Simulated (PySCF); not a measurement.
Computed IR spectrum (relative IR intensity) of a molecule C3H6GeO. Coordinates come from a PBE-D3(BJ)/def2-SVP optimisation. Other conformers were not sampled. Computed with PBE-D3(BJ)/def2-SVP (PySCF 2.14.0). Frequencies are harmonic and unscaled.

Lines under 2 % of the strongest are left out, and lines within 2 cm⁻¹ are merged.

ν (cm⁻¹): 424 (vw), 483 (vw), 539 (w), 611 (w), 783 (m), 823 (w), 840 (m), 1003 (w), 1039 (w), 1075 (vw), 1101 (m), 1321 (w), 1339 (vw), 1799 (vs), 2089 (m), 2111 (m) (against the strongest line: vs over 80 %, s over 45 %, m over 15 %, w over 4 %, vw less)

Problem. Which structure fits?
A) C=C[C](=O)[GeH3]
B) C[C]1=C[O][GeH2]1
C) O=C1[CH2][GeH2][CH2]1
D) CC1=[CH][GeH2][O]1

Solution. C, O=C1[CH2][GeH2][CH2]1
